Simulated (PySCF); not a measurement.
**I⁻ (iodine, charge -1) across methods**

[Xe], closed-shell 1S. All numbers are calculated (PySCF 2.14, scalar relativity by spin-free X2C-1e, in x2c-TZVPPall with one added diffuse shell each of s, p, d, f type (9s7p5d3f, 76 functions)).

| method | E (hartree) | mean ε 4d (eV) | mean ε 5s (eV) | mean ε 5p (eV) | Σ⟨r²⟩ (bohr²) | ⟨S²⟩ |
| --- | --- | --- | --- | --- | --- | --- |
| r2SCAN | -7115.70 | -43.470 | -10.364 | -0.289 | 77.98 | 0.000 |
| LDA | -7109.18 | -42.473 | -10.087 | -0.194 | 78.79 | 0.000 |
| UHF | -7112.74706 | -54.663 | -16.547 | -3.437 | 78.13 | 0.000 |
| B97-3 | -7115.29 | -45.836 | -11.750 | -1.055 | 77.97 | 0.000 |
| BLYP | -7115.92 | -42.243 | -9.762 | 0.093 | 79.75 | 0.000 |
| HSE06 | -7115.26 | -45.318 | -11.308 | -0.688 | 78.22 | 0.000 |
| PBE | -7115.25 | -42.429 | -9.856 | -0.059 | 78.97 | 0.000 |
| PBE0 | -7115.34 | -45.696 | -11.732 | -1.078 | 77.97 | 0.000 |

Estimate the same row for wB97X-V.

E (hartree) = -7115.39; mean ε 4d (eV) = -48.011; mean ε 5s (eV) = -14.614; mean ε 5p (eV) = -3.254; Σ⟨r²⟩ (bohr²) = 77.71; ⟨S²⟩ = 0.000.

The outer electron is barely bound at this level, so radii and moments hang on the diffuse functions.

The highest occupied level is positive at BLYP: only the finite basis holds that electron, which in a density functional comes from self-interaction.
